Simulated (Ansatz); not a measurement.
Ge(OEt)H3 (C₂H₈GeO). Charge 0, multiplicity 3. Geometry r2SCAN-D4/def2-SVP, that of the neutral singlet; atoms count from 1.

```
atom    x (Å)    y (Å)    z (Å)
 Ge1   0.8697  -0.6377  -1.8473
  O2  -0.2691  -0.5155  -0.4771
  C3   0.0239   0.3888   0.5723
  C4  -1.0917   0.3231   1.5934
  H5   0.9933   0.1358   1.0536
  H6   0.1225   1.4262   0.1858
  H7  -0.9009   1.0132   2.4299
  H8  -2.0513   0.5923   1.1260
  H9  -1.1821  -0.6987   1.9927
 H10   0.2503  -1.6876  -2.7705
 H11   2.2511  -1.0767  -1.3233
 H12   0.9842   0.7366  -2.5355
```

At PBE0-D4/def2-TZVP a singlet of charge 0 lies 6.17 eV below the triplet at the same geometry.

(1) Estimate the Mulliken populations from the PBE0/def2-TZVP orbitals of Ansatz.

(2) Where does the spin sit?

(3) And the Mayer bond orders between heavy atoms (over 0.3)?

Answers

(1) 
```tsv
atom	charge (e)	spin (α − β)
Ge1	-0.58	1.10
O2	0.13	0.61
C3	0.04	-0.11
C4	-0.34	-0.01
H5	0.10	0.15
H6	0.10	0.15
H7	0.11	0.02
H8	0.13	0.01
H9	0.13	0.01
H10	0.04	-0.04
H11	0.07	0.06
H12	0.07	0.06
```
Mulliken values depend strongly on the basis.

(2) Summed by element: Ge 1.10, O 0.61, C -0.13, H 0.42, of 2 unpaired in all. Largest on single atoms: Ge1 1.10, O2 0.61, H5 0.15.

(3) O2–C3 1.04 (1.42 Å); C3–C4 1.03 (1.51 Å).
